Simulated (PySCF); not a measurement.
C3H6O3, charge +1, doublet, at a GFN2-xTB geometry (a state made from the parent by changing its charge; the spin is typed, not shown lowest), with bond 8-1 at 1.25 times its length; PySCF with PBE0/6-31G.

Input for PySCF:
```python
from pyscf import gto, scf, dft

mol = gto.M(
    atom='''
C     2.33990285    0.02941708    0.04714786
O     1.11216933   -0.60569714    0.10534414
C    -0.00671483    0.13926615   -0.00330296
O    -0.06143046    1.31624464   -0.13731416
O    -1.05132865   -0.71099533    0.06388082
C    -2.33179129   -0.19795586   -0.04238490
H     2.26312278    1.10441969    0.25431416
H     3.18569544   -0.65474220    0.89134301
H     2.79796641   -0.10367022   -0.95399900
H    -2.97741663   -0.80963811    0.60763019
H    -2.73616648   -0.37301836   -1.06006036
H    -2.36770519    0.87903572    0.16556459
''',
    basis='6-31g',
    charge=1,
    spin=1,
    verbose=4,
)

mf = dft.UKS(mol)
mf.xc = 'pbe0'
mf.kernel()
mo_i, mo_e, stable_i, stable_e = mf.stability(internal=True, external=False, return_status=True, nroots=6, tol=1e-6)
print('internally stable:', stable_i, ' externally stable:', stable_e)
if not stable_i:
    umf = mf.copy()
    umf.scf_summary = {}
    umf.kernel(umf.make_rdm1(mo_i, mf.mo_occ))
```

Output, abridged:

```
PySCF version 2.14.0

[INPUT] verbose = 4
[INPUT] num. atoms = 12
[INPUT] num. electrons = 47
[INPUT] charge = 1
[INPUT] spin (= nelec alpha-beta = 2S) = 1
[INPUT] symmetry False subgroup None
[INPUT] Mole.unit = angstrom
[INPUT] Symbol           X                Y                Z      unit          X                Y                Z       unit  Magmom
[INPUT]  1 C      2.339902850000   0.029417080000   0.047147860000 AA    4.421775544589   0.055590224584   0.089096542759 Bohr   0.0
[INPUT]  2 O      1.112169330000  -0.605697140000   0.105344140000 AA    2.101695437841  -1.144601709032   0.199071573428 Bohr   0.0
[INPUT]  3 C     -0.006714830000   0.139266150000  -0.003302960000 AA   -0.012689189673   0.263174881923  -0.006241689800 Bohr   0.0
[INPUT]  4 O     -0.061430460000   1.316244640000  -0.137314160000 AA   -0.116086745106   2.487341882527  -0.259486155425 Bohr   0.0
[INPUT]  5 O     -1.051328650000  -0.710995330000   0.063880820000 AA   -1.986723215409  -1.343586449545   0.120717254413 Bohr   0.0
[INPUT]  6 C     -2.331791290000  -0.197955860000  -0.042384900000 AA   -4.406446917746  -0.374082360153  -0.080095852817 Bohr   0.0
[INPUT]  7 H      2.263122780000   1.104419690000   0.254314160000 AA    4.276682240464   2.087050740677   0.480584111999 Bohr   0.0
[INPUT]  8 H      3.185695440000  -0.654742200000   0.891343010000 AA    6.020091897876  -1.237283440195   1.684394171945 Bohr   0.0
[INPUT]  9 H      2.797966410000  -0.103670220000  -0.953999000000 AA    5.287390220633  -0.195908323073  -1.802796833109 Bohr   0.0
[INPUT] 10 H     -2.977416630000  -0.809638110000   0.607630190000 AA   -5.626501989425  -1.529994287910   1.148254644117 Bohr   0.0
[INPUT] 11 H     -2.736166480000  -0.373018360000  -1.060060360000 AA   -5.170605278415  -0.704902539834  -2.003223755908 Bohr   0.0
[INPUT] 12 H     -2.367705190000   0.879035720000   0.165564590000 AA   -4.474314352811   1.661136764510   0.312871731026 Bohr   0.0

nuclear repulsion = 251.413821697488
number of shells = 42
number of NR pGTOs = 156
number of NR cGTOs = 66
basis = 6-31g
ecp = {}

******** <class 'pyscf.dft.uks.UKS'> ********
method = UKS
initial guess = minao
damping factor = 0
level_shift factor = 0
DIIS = <class 'pyscf.scf.diis.CDIIS'>
diis_start_cycle = 1
diis_space = 8
diis_damp = 0
SCF conv_tol = 1e-09
SCF conv_tol_grad = None
SCF max_cycles = 50
direct_scf = True
direct_scf_tol = 1e-13
number electrons alpha = 24  beta = 23
XC library pyscf.dft.libxc version 7.1.2
    S. Lehtola, C. Steigemann, M. J. T. Oliveira, and M. A. L. Marques,  SoftwareX 7, 1–5 (2018)
XC functionals = pbe0
    C. Adamo and V. Barone,  J. Chem. Phys. 110, 6158 (1999)
    M. Ernzerhof and G. E. Scuseria,  J. Chem. Phys. 110, 5029 (1999)
radial grids:
    Treutler-Ahlrichs [JCP 102, 346 (1995); DOI:10.1063/1.469408] (M4) radial grids

becke partition: Becke, JCP 88, 2547 (1988); DOI:10.1063/1.454033
pruning grids: <function nwchem_prune>
grids dens level: 3
symmetrized grids: False
atomic radii adjust function: <function treutler_atomic_radii_adjust>
small_rho_cutoff = 0
Set gradient conv threshold to 3.16228e-05
tot grids = 143448
init E= -344.007287739106

cycle= 1 E= -342.456776575379  delta_E= 1.55  |g|= 0.658  |ddm|= 2.35
cycle= 2 E= -341.515978569903  delta_E= 0.941  |g|= 1.58  |ddm|= 1.87
cycle= 3 E= -342.56236041564  delta_E= -1.05  |g|= 0.503  |ddm|= 1.62
cycle= 4 E= -342.663482115676  delta_E= -0.101  |g|= 0.112  |ddm|= 0.436
cycle= 5 E= -342.653435613403  delta_E= 0.01  |g|= 0.191  |ddm|= 0.32
cycle= 6 E= -342.670685955615  delta_E= -0.0173  |g|= 0.027  |ddm|= 0.214
cycle= 7 E= -342.671029902631  delta_E= -0.000344  |g|= 0.0126  |ddm|= 0.0362
cycle= 8 E= -342.67115267745  delta_E= -0.000123  |g|= 0.00805  |ddm|= 0.0195
cycle= 9 E= -342.671196462761  delta_E= -4.38e-05  |g|= 0.00324  |ddm|= 0.0116
cycle= 10 E= -342.671204795853  delta_E= -8.33e-06  |g|= 0.00155  |ddm|= 0.00585
cycle= 11 E= -342.671206848129  delta_E= -2.05e-06  |g|= 0.00131  |ddm|= 0.00323
cycle= 12 E= -342.671209064292  delta_E= -2.22e-06  |g|= 0.000527  |ddm|= 0.00463
cycle= 13 E= -342.671209660294  delta_E= -5.96e-07  |g|= 0.000315  |ddm|= 0.00228
cycle= 14 E= -342.671209950195  delta_E= -2.9e-07  |g|= 0.000108  |ddm|= 0.00178
cycle= 15 E= -342.671210043324  delta_E= -9.31e-08  |g|= 0.000135  |ddm|= 0.000858
cycle= 16 E= -342.671210168505  delta_E= -1.25e-07  |g|= 8.47e-05  |ddm|= 0.00193
cycle= 17 E= -342.67121018135  delta_E= -1.28e-08  |g|= 4.41e-05  |ddm|= 0.000386
cycle= 18 E= -342.671210186223  delta_E= -4.87e-09  |g|= 2.23e-05  |ddm|= 0.000266
cycle= 19 E= -342.671210188102  delta_E= -1.88e-09  |g|= 1.29e-05  |ddm|= 0.00021
cycle= 20 E= -342.671210188391  delta_E= -2.89e-10  |g|= 1.31e-05  |ddm|= 8.43e-05
Extra cycle  E= -342.67121018788  delta_E= 5.11e-10  |g|= 3.52e-05  |ddm|= 4.92e-05
converged SCF energy = -342.67121018788  <S^2> = 0.76478649  2S+1 = 2.0147322
uhf_internal: lowest eigs of H = [0.03948065 0.08355553 0.11948605 0.16053952 0.27182858 0.2963941 ]
<class 'pyscf.dft.uks.UKS'> wavefunction is stable in the internal stability analysis
internally stable: True  externally stable: None
```
